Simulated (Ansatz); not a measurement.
Molecule: sum formula GeCl2F (charge 0, doublet). It need not be the lowest isomer of its formula. 
Geometry from a B3LYP-D3(BJ)/def2-TZVP (Ansatz, a program for electronic structure) optimisation:
```xyz
4

F     -0.0487     1.8411    -0.3478
Ge    -0.0112     0.2706     0.4104
Cl    -1.7608    -0.7922    -0.3099
Cl     1.8077    -0.6919    -0.2785
```
Charge 0, spin multiplicity 2.

Basis-set convergence of Hartree-Fock and CCSD(T) correlation energies (hartree) with Ansatz. Cores are frozen in the correlated levels unless marked. Open shells are spin-unrestricted. Spin-orbit coupling is left out. The frozen core is the preceding noble-gas configuration, with the filled d and f shells of earlier blocks. Non-relativistic.

```csv
basis,functions,E(HF),"E(corr, CCSD(T))"
def2-SVP,82,-3093.26489,-0.56340
def2-TZVPP,163,-3093.98056,-0.77909
def2-QZVPP,286,-3094.05303,-0.85054
```

Extrapolating the two largest sets (X = 3 and 4) as X^-3: E(corr) = (64·(-0.85054) - 27·(-0.77909))/37 = -0.9027 Eh, an estimate of the basis-set limit. The largest set recovers 94.2 % of it, the smallest 62.4 %.
